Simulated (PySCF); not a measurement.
CrS at ROHF-MP2

Computed with ROHF-MP2; PySCF, no relativity, basis sets Cr def2-TZVPP, S def2-TZVPP.

| Property | Result |
| --- | --- |
| state | quintet, unpaired electrons σ ↑, π ↑, δ ↑↑ |
| bond length | 201.3 pm |
| harmonic wavenumber | 517 cm⁻¹ |
| force constant | 3.12 mdyn/Å |
| rotational constant Be | 0.2103 cm⁻¹ |
| anharmonicity ωexe | 1.30 cm⁻¹ |
| vibration–rotation constant αe | 0.000849 cm⁻¹ |

Correlated steps freeze 10 core orbitals. With d or f electrons several states lie close, and the lowest PBE0 determinant need not be the measured ground state.
